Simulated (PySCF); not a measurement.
C₂H₇ClOSi. Atoms are numbered in the order given.

```xyz
12

C     -2.3410    -0.6259     0.7231
C     -1.2193     0.1513     0.0293
O     -1.1300     1.5062     0.4782
Si     0.4805    -0.7086     0.2204
Cl     1.9187     0.2488    -0.9419
H     -2.1301    -0.7667     1.8058
H     -2.4819    -1.6315     0.2762
H     -3.2959    -0.0677     0.6369
H     -1.4407     0.2179    -1.0586
H     -0.9314     1.4799     1.4339
H      0.4483    -2.1608    -0.1725
H      0.8879    -0.5827     1.6652
```
Charge 0, spin multiplicity 1.

Geometry optimised at PBE-D3(BJ)/def2-SVP. The structure was generated by enumeration; whether it is a known compound was not checked. Other conformers were not sampled.

All values below come from PySCF with HF/def2-TZVP.

Isolated molecule, no solvent.

**Question.** Estimate the frontier levels, gap, dipole moment and polarisability. (An estimate is asked for; the answer gives what the named calculation found.)

**Answer.** 
The highest occupied level comes out as -11.03 eV, the lowest empty level comes out as 3.12 eV and the orbital gap is 14.16 eV. The dipole moment comes out as 2.88 D and the quadrupole, principal values (traceless, Buckingham form, about the centre of nuclear charge) comes out as -5.75, -0.42, 6.17 D·Å. The mean static polarisability comes out as 62.7 bohr³ (9.29 Å³) and the polarisability, principal values is 56.4, 59.2, 72.4 bohr³.
